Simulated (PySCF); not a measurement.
Geometries of 2 isomers of C2H3FTe, from PBE0-D3(BJ)/def2-SVP geometry optimisation, gas phase, def2 core potentials past Kr in PySCF 2.14.0. One conformer each, no zero-point energy, no frequencies.

Problem. Which is lower in electronic energy at this level?
A.
```xyz
7
angstrom
F     -0.875   -1.413    0.282
C     -0.667   -0.082    0.132
C      0.732    0.286   -0.175
Te     2.254   -0.934   -0.384
H     -0.976    0.444    1.059
H     -1.322    0.303   -0.677
H      0.887    1.367   -0.288
```
B.
```xyz
7
angstrom
C     -0.710   -0.011    0.038
C      0.763    0.056   -0.103
F      1.117    0.995   -0.962
Te     2.131   -1.047    0.809
H     -1.090    0.967    0.383
H     -1.013   -0.796    0.738
H     -1.163   -0.194   -0.952
```

Solution. B. That is `CC(F)=[Te]`, 10.9 kcal/mol below the other.

| SMILES | atoms numbered as above | E (Eh) | relative (kcal/mol) | relative (kJ/mol) | dipole (D) |
| --- | --- | --- | --- | --- | --- |
| CC(F)=[Te] | [CH3:1][C:2]([F:3])=[Te:4] | -445.52716 | 0.0 | 0.0 | 2.30 |
| FCC=[Te] | [F:1][CH2:2][CH:3]=[Te:4] | -445.50982 | 10.9 | 45.5 | 2.45 |
